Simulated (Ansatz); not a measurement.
Basis-set series for `[OH2+][Al-]([F])([F])[F]`. Total charge 0; spin multiplicity 1. All single points use the PBE0-D4/def2-TZVP geometry. It is one conformer, not always the lowest.

```csv
functional,basis,functions,energy (Eh),HOMO (eV),LUMO (eV)
PBE0-D4,def2-SVP,84,-617.79876,-10.25,-0.44
PBE0-D4,def2-QZVPP,358,-618.39701,-10.70,-1.15
ωB97M-V,def2-SVP,84,-618.16469,-12.74,1.19
ωB97M-V,def2-QZVPP,358,-618.76933,-13.26,0.16
```

Task: Give the rows for def2-TZVPP. (An estimate is asked.)

Result: Computed: 
```tsv
functional	basis	functions	energy (Eh)	HOMO (eV)	LUMO (eV)
PBE0-D4	def2-TZVPP	194	-618.36611	-10.63	-0.88
ωB97M-V	def2-TZVPP	194	-618.74032	-13.17	0.63
```

Positive LUMOs are unbound and depend on the basis.
